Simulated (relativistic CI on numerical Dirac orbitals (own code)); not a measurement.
Method of calculation: Dirac-Coulomb-Breit CI, separate exchange-only KLI orbitals for each configuration, model QED, unscaled Slater integrals (own radial code, finite nucleus).

Configuration list (outside the closed core [Ar] 3d10): 4s2 4p6, 4s2 4p5 4d, 4s 4p6 4d, 4s2 4p5 4f, 4s 4p6 4f, 4p6 4d 4f, 4s2 4p5 5s, 4s2 4p5 5p, 4s 4p6 5s, 4s2 4p5 5d, 4s 4p6 5p, 4s2 4p5 5f, 4s2 4p5 5g, 4s 4p6 5d, 4p6 4f 5s, 4s 4p6 5f, 4s2 4p5 6s, 4s2 4p5 6p, 4s 4p6 5g, 4s2 4p5 6d, 4s2 4p5 6f, 4p6 4d2, 4p5 4d3, 4p5 4d2 4f, 4p5 4d2 5s, 4p5 4d2 5p, 4p6 4f2, 4p5 4d 4f2, 4p5 4f3, 4p5 4f2 5s, 4p5 4f2 5p, 4p6 4d 5s, 4p5 4d 4f 5s, 4p5 4d 5s2, 4p5 4d 5s 5p. Double excitations out of closed p, d and f shells are left out; levels of such configurations are missing from the list, as are those of other unlisted configurations, and high levels can miss mixing partners. These lack a partner that the ground configuration has and come out too high: 4s2 4p5 5d, 4s2 4p5 5f, 4s2 4p5 5g, 4s2 4p5 6s, 4s2 4p5 6p.

At this charge energies of transitions that change n are usually good to better than 1 %, and those within a shell (Δn = 0) to a few per cent.

Outline of the computed level scheme of Hg XLV. Lowest level of each configuration: 4s2 4p6 1S_0 at 0.000 eV; 4s2 4p5 4d 3P°_0 at 169.885 eV; 4s2 4p5 4f 3D_1 at 410.219 eV; 4s 4p6 4d 3D_1 at 455.421 eV; 4s 4p6 4f 3F°_2 at 694.356 eV; 4s2 4p5 5s 3P°_2 at 845.334 eV; 4s2 4p5 5p 3P_1 at 901.370 eV; 4p6 4d2 3F_2 at 902.568 eV.

Some strong electric-dipole decays among the lowest 45 levels: 4s2 4p5 5s 1P°_1 → 4s2 4p6 1S_0 (6.1e+12 s⁻¹); 4s2 4p5 4d 1P°_1 → 4s2 4p6 1S_0 (3.9e+12 s⁻¹); 4s2 4p5 5p 3D_2 → 4s2 4p5 4d 3F°_3 (3.4e+12 s⁻¹); 4s2 4p5 5p 3P_1 → 4s2 4p5 4d 3P°_1 (2.0e+12 s⁻¹); 4s2 4p5 5p 3P_1 → 4s2 4p5 4d 3D°_2 (2.0e+12 s⁻¹); 4s 4p6 4d 3D_2 → 4s2 4p5 4d 3F°_3 (1.3e+12 s⁻¹); 4s 4p6 4f 3F°_4 → 4s2 4p5 4f 3G_5 (1.2e+12 s⁻¹); 4s 4p6 4d 3D_1 → 4s2 4p5 4d 3P°_1 (1.2e+12 s⁻¹).

LS names give the leading component of a level, which can be under half, so a name can repeat, a term be missing and a line seem to break the LS rules.
